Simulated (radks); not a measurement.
Task: Re I, 75 electrons, occupied as [Xe] 4f14 5d5 6s1 6p1 (not the ground configuration). Calculated with a radial shooting solver on a logarithmic mesh with Libxc functionals: Dirac Kohn-Sham, PBE, spin-unpolarised, spherical densities, finite nucleus; open shells are shared between the two j in proportion to 2j + 1; Fermi nuclear charge, rms radius 5.3698 fm. Some entries of the table are withheld. Estimate them.

orbital      occ.  eigenvalue (eV)  <r> (bohr)  <r^2> (bohr^2)
1s1/2           2        -71533.87     0.01804       0.0004481
2s1/2           2        -12395.88     0.07559             (1)
2p1/2           2        -11863.71     0.06246        0.004859
2p3/2           4        -10424.09     0.07054        0.006057
3s1/2           2        -2870.957      0.1969         0.04448
3p1/2           2        -2632.809      0.1870         0.04075
3p3/2           4        -2320.178      0.2019         0.04730
3d3/2           4        -1919.298      0.1765         0.03659
3d5/2           6        -1851.433      0.1811         0.03839
4s1/2           2        -600.3921      0.4405          0.2193
4p1/2           2              (2)      0.4450          0.2256
4p3/2           4              (3)      0.4784          0.2604
4d3/2           4        -264.4863      0.4934          0.2822
4d5/2           6        -251.0104      0.5048          0.2952
5s1/2           2         -86.6800       1.037           1.208
5p1/2           2         -56.6165       1.137           1.465
5p3/2           4         -45.6407       1.239           1.742
4f5/2           6         -45.2598         (4)          0.4128
4f7/2           8         -42.7482         (5)          0.4261
5d3/2           2          -7.4404         (6)           4.102
6s1/2           1              (7)       3.004           10.29
5d5/2           3          -6.5318         (8)           4.490
6p1/2    0.333333          -2.5610       4.105           19.71
6p3/2    0.666667          -1.9583       4.627           25.10

Result: 
(1) 2s1/2 <r^2> (bohr^2): 0.006820
(2) 4p1/2 eigenvalue (eV): -500.9227
(3) 4p3/2 eigenvalue (eV): -427.9936
(4) 4f5/2 <r> (bohr): 0.5761
(5) 4f7/2 <r> (bohr): 0.5849
(6) 5d3/2 <r> (bohr): 1.846
(7) 6s1/2 eigenvalue (eV): -7.0556
(8) 5d5/2 <r> (bohr): 1.927
